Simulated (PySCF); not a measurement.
Ionisation energy of F²⁺ by level of theory

F²⁺ [He] 2s2 2p3 (4S) → F³⁺ [He] 2s2 2p2 (3P), as a difference of total energies. Calculation: PySCF 2.14, in aug-cc-pVDZ-DK (4s3p2d, 23 functions); the spin-free X2C one-electron Hamiltonian (Gaussian nucleus). Correlated levels: valence: 1s2 frozen. The calculations carry no spin-orbit coupling.

Task: Order these methods by the ionisation energy they give, lowest first.
A. SCS-MP2 (valence)
B. UHF
C. BP86
D. CCSD(T) (valence)

Result: B (62.220 eV), D (62.307 eV), A (62.362 eV), C (62.876 eV).

Errors of the correlated levels include the incompleteness of this basis and the frozen core.

For comparison: 62.708 eV (semi-empirical (NIST evaluation); NIST Atomic Spectra Database, ionization energies).
